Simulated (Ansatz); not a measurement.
C₂H₆ClF₃O₂W (`C[O][W]([F])([F])([F])([Cl])[O]C`), 15 atoms. Charge 0, multiplicity 1. Correlated methods include outer-core shells of W, which these sets cover unevenly. W takes the def2 core potential. Hardware: A = 4 threads of an AMD EPYC 7R13 on a shared host and a share of an NVIDIA H100 80 GB; B = 4 threads of an AMD EPYC 7R13 on a shared host. Correlated methods freeze the cores.

(1) Give the basis size and wall time and peak host memory of each of these runs in Ansatz. RHF-MP2/def2-QZVPP energy [A]; RKS PBE-D4/def2-TZVPP energy and forces [A]; RKS PBE0-D4/def2-QZVPP energy [A]; RHF-CCSD(T)/def2-SVP energy [A]; RKS revPBE-D4/def2-TZVPP energy [A]; RKS ωB97X-V/def2-TZVPP energy [A]; RKS PBE0-D4/def2-SVP energy [B]; RKS PBE0-D4/def2-TZVP relaxation (12 steps) [A]; RKS ωB97M-V/def2-SVP energy [B]; RHF-CCSD(T)/def2-TZVPP energy [A]; RKS SPW92 (LDA)/def2-TZVPP energy [A]; direct RPA on PBE orbitals/def2-TZVPP energy [A]. (Estimate.)

Results:

(1) Ansatz gave: Other jobs shared the machine, so times are rough.

```tsv
level	job	functions	wall time	peak host memory (GiB)
RKS revPBE-D4/def2-TZVPP	energy [A]	399	2.4 s	0.89
RKS SPW92 (LDA)/def2-TZVPP	energy [A]	399	2.6 s	0.89
RKS PBE-D4/def2-TZVPP	energy and forces [A]	399	2.8 s	0.9
RKS PBE0-D4/def2-QZVPP	energy [A]	730	3.7 s	1.3
RKS PBE0-D4/def2-SVP	energy [B]	178	4.2 s	0.92
RKS ωB97X-V/def2-TZVPP	energy [A]	399	4.6 s	1
RHF-MP2/def2-QZVPP	energy [A]	730	4.6 s	1.3
RHF-CCSD(T)/def2-SVP	energy [A]	178	5 s	0.92
direct RPA on PBE orbitals/def2-TZVPP	energy [A]	399	5.5 s	1.8
RKS ωB97M-V/def2-SVP	energy [B]	178	14 s	0.94
RKS PBE0-D4/def2-TZVP	relaxation (12 steps) [A]	330	26 s	0.97
RHF-CCSD(T)/def2-TZVPP	energy [A]	399	31 s	0.92
```
